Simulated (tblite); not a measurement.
Species: C4H9BClN.
SMILES with atom numbers: `[CH3:1][C:2]#[N+:3][B@H-:4]([Cl:5])[CH2:6][CH3:7]` (hydrogens: H8, H9, H10 on C1; H11 on B4; H12, H13 on C6; H14, H15, H16 on C7)
Bond orders are those of one Lewis drawing.

Computed with GFN2-xTB (tblite), gas phase: Langevin dynamics at 200 K from the optimised GFN2-xTB geometry, time step 0.5 fs, friction 0.01 fs⁻¹, 2000 steps. The instantaneous temperature is 2·E(kin)/(3Nk) with all 3N coordinates.

| t (fs) | T (K) | E(pot) above start (eV) | C1–C2 (Å) | C2≡N3 (Å) | N3–B4 (Å) | B4–Cl5 (Å) | B4–C6 (Å) | C1–H8 (Å) | N3–B4–C6–C7 (°) |
| --- | --- | --- | --- | --- | --- | --- | --- | --- | --- |
| 0 | 163 | 0.000 | 1.424 | 1.149 | 1.482 | 1.868 | 1.631 | 1.090 | -64 |
| 50 | 162 | 0.180 | 1.442 | 1.143 | 1.459 | 1.896 | 1.646 | 1.082 | -73 |
| 100 | 167 | 0.376 | 1.414 | 1.151 | 1.511 | 1.846 | 1.565 | 1.120 | -65 |
| 150 | 180 | 0.259 | 1.428 | 1.149 | 1.490 | 1.927 | 1.626 | 1.055 | -76 |
| 200 | 192 | 0.307 | 1.398 | 1.160 | 1.481 | 1.810 | 1.643 | 1.140 | -76 |
| 250 | 200 | 0.259 | 1.445 | 1.151 | 1.464 | 1.890 | 1.671 | 1.125 | -77 |
| 300 | 210 | 0.242 | 1.416 | 1.140 | 1.512 | 1.886 | 1.634 | 1.087 | -77 |
| 350 | 278 | 0.287 | 1.402 | 1.175 | 1.527 | 1.921 | 1.627 | 1.089 | -71 |
| 400 | 213 | 0.420 | 1.476 | 1.126 | 1.542 | 1.914 | 1.635 | 1.102 | -59 |
| 450 | 153 | 0.531 | 1.373 | 1.177 | 1.504 | 1.952 | 1.640 | 1.087 | -55 |
| 500 | 201 | 0.355 | 1.463 | 1.126 | 1.541 | 1.891 | 1.605 | 1.107 | -52 |
| 550 | 324 | 0.380 | 1.409 | 1.165 | 1.489 | 1.883 | 1.630 | 1.098 | -62 |
| 600 | 294 | 0.374 | 1.419 | 1.147 | 1.590 | 1.810 | 1.679 | 1.081 | -73 |
| 650 | 221 | 0.450 | 1.459 | 1.150 | 1.570 | 1.813 | 1.626 | 1.143 | -92 |
| 700 | 196 | 0.376 | 1.416 | 1.161 | 1.520 | 1.914 | 1.615 | 1.058 | -89 |
| 750 | 167 | 0.367 | 1.456 | 1.151 | 1.511 | 1.884 | 1.635 | 1.149 | -82 |
| 800 | 215 | 0.279 | 1.409 | 1.152 | 1.443 | 1.950 | 1.626 | 1.039 | -67 |
| 850 | 138 | 0.325 | 1.449 | 1.135 | 1.464 | 1.860 | 1.649 | 1.138 | -61 |
| 900 | 207 | 0.266 | 1.442 | 1.165 | 1.418 | 1.961 | 1.651 | 1.055 | -58 |
| 950 | 215 | 0.359 | 1.445 | 1.133 | 1.471 | 1.900 | 1.593 | 1.068 | -55 |
| 1000 | 147 | 0.435 | 1.434 | 1.148 | 1.435 | 1.906 | 1.671 | 1.094 | -58 |

Task: From 500 fs on, how do temperature and potential energy compare with equipartition?

Result: The mean temperature of these 11 frames is 211 K against the target 200 K, and the mean potential energy 0.36 eV against 42 × kT/2 = 0.36 eV for 42 classical harmonic modes. For 16 atoms in a canonical ensemble the temperature itself scatters by T·√(2/(3N)) = 41 K; here its standard deviation is 53 K. The whole run lasts only 10 friction times of 100 fs, so these averages carry a wide statistical error.

Task: What are the kinetic and total energies of the listed frame with the highest potential energy?

Result: The one at 450 fs, 0.531 eV above the start. Its kinetic energy is 3NkT/2 = 0.316 eV at 153 K, so the sum is 0.85 eV; over the listed frames the sum runs from 0.34 to 1.05 eV, since the thermostat adds and removes energy.

Task: How much do the listed bonds fluctuate from 500 fs on?

Result: 
| bond | at the start (Å) | mean (Å) | standard deviation (Å) |
| --- | --- | --- | --- |
| C1–C2 | 1.424 | 1.436 | 0.019 |
| C2≡N3 | 1.149 | 1.148 | 0.012 |
| N3–B4 | 1.482 | 1.496 | 0.053 |
| B4–Cl5 | 1.868 | 1.888 | 0.046 |
| B4–C6 | 1.631 | 1.635 | 0.025 |
| C1–H8 | 1.090 | 1.094 | 0.036 |

The motion is classical and holds no zero-point motion.

What follows is the cost of the whole dynamics run. The run took 9.6 s of wall time on Intel Xeon 6975P-C, one thread, no GPU, on a shared host, and the process peaked at 0.19 GiB of memory.
